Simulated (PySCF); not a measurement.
Species: C₂H₇BrSi.
Cartesian coordinates in Å at the PBE0-D3(BJ)/def2-SVP level; atoms count from 1:
```xyz
11
C2H7BrSi angstrom
Si    -1.9954   -0.0865    0.0763
C     -0.1270    0.2263    0.0620
C      0.6809   -1.0427    0.1862
Br     2.6067   -0.7086    0.1699
H     -2.3779   -0.9836   -1.0573
H     -2.4003   -0.7438    1.3571
H     -2.7224    1.2108   -0.0597
H      0.1267    0.7532   -0.8726
H      0.1135    0.9174    0.8867
H      0.5008   -1.7364   -0.6458
H      0.4875   -1.5717    1.1289
```

Lines to be assigned: C 1s: 290.73 (area 1), 292.05 (area 1) eV; Si 1s: 1846.68 eV; Si 2p3/2: 106.94 eV.

Computed, not measured: PySCF, delta-SCF UKS SCAN, pcX-2 on the ionised atom, pcseg-1 elsewhere, spin-free X2C. Geometry: PBE0-D3(BJ)/def2-SVP, one conformer, isolated molecule.

Q: Order the carbon atoms by C 1s binding energy.

A: 290.73 eV: C2 (sp3 carbon bound to silicon); 292.05 eV: C3 (sp3 C–Br carbon). Lowest listed C 1s: C2, bonded to C, 2 H and Si. Highest, 1.32 eV above it: C3, bonded to Br, C and 2 H. Summing the Pauling electronegativity differences to the bonded atoms, each weighted by its formal bond order, gives -1.35 for the lowest site and -0.29 for the highest.

Bonded neighbours of each site: Si1: C and 3 H; C2: C, 2 H and Si; C3: Br, C and 2 H.

Q: Which photon energy gives electrons from Si 2p3/2 of Si1 a kinetic energy of 20 eV, and what is their de Broglie wavelength?

A: hν = 106.94 + 20 = 126.94 eV, recoil neglected; λ = 12.264 Å/√(E/eV) = 2.74 Å.

The 2p values aren't plain energy differences: one relaxed spin-free 2p hole is combined with a matrix within the shell (ground-state 2p orbital-energy differences and spin–orbit coupling). 2p3/2, the mean of its two sublevels, lies a third of the splitting below the shell's mean and 2p1/2 two thirds above it; the statistical areas are 2:1. 2p1/2 minus 2p3/2 (ligand field included): Si 0.62 eV. No level of bromine is listed.

Time: 22 s. Hardware: one thread of an Arm Neoverse V2, on a shared host.
